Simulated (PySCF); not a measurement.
Correlation energy of Sr (strontium, neutral)

[Kr] 5s2, closed-shell 1S. Calculation: PySCF 2.14, in def2-TZVPPD with the def2 core potential (28 electrons) (6s4p3d1f, 40 functions); a scalar-relativistic core potential. Frozen: nothing; 10 electrons correlated.

MP2 pair energies summed by pair of shells (mhartree):

```tsv
pair	energy	share (%)
4p-4p	-125.10	60.3
4s-4p	-30.16	14.5
4p-5s	-27.88	13.4
5s-5s	-17.37	8.4
4s-4s	-6.02	2.9
4s-5s	-0.97	0.5
```

Total MP2 correlation energy: -207.50 mhartree.

Same-spin part -54.31 and opposite-spin part -153.19 mhartree; SCS-MP2 scales them by 1/3 and 6/5 to -201.93 mhartree.

The basis has no tight functions for the innermost shells, so their pair energies are far from complete.

This basis was not built for core-valence correlation, so the inner-shell part is incomplete.
